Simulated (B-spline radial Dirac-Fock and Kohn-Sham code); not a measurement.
Ho³³⁺: scattering cross sections and density moments

System: the Ho³³⁺ ion in the configuration [Ar] 3d10 4s2 4p4.

Level of theory: Dirac-Fock orbitals of the configuration average with a finite nucleus; a radial B-spline solver.

* Sum of ⟨r⟩: 7.353 bohr
* Sum of ⟨r²⟩: 2.528 bohr²
* Sum of ⟨1/r⟩: 417.08 per bohr
* Langevin diamagnetic susceptibility: -2.00 × 10⁻⁶ cm³/mol
* Lamb shielding (α²/3)Σ⟨1/r⟩: 7403 ppm

Coherent scattering is the Thomson cross section weighted by f₀², without anomalous dispersion; incoherent scattering is Klein-Nishina weighted by S. The Lamb formula is the non-relativistic shielding expression. Electron correlation is left out. A dash stands where the photon energy is too low for the impulse approximation behind that column.

| hν (keV) | coherent (b) | incoherent (b) | incoherent per electron (b) |
| --- | --- | --- | --- |
| 1 | 766.3 | – | – |
| 2 | 758.2 | – | – |
| 20 | 340.9 | 6.044 | 0.178 |
| 30 | 215.7 | 8.279 | 0.243 |
| 50 | 105.7 | 10.93 | 0.321 |
| 100 | 35.69 | 12.87 | 0.378 |
| 200 | 10.61 | 12.29 | 0.361 |
| 1000 | 0.4992 | 7.079 | 0.208 |

Incoherent scattering overtakes coherent scattering between 100 and 200 keV.

Values without a named source are computed, but for edge energies of neutral atoms, which are taken from tables.
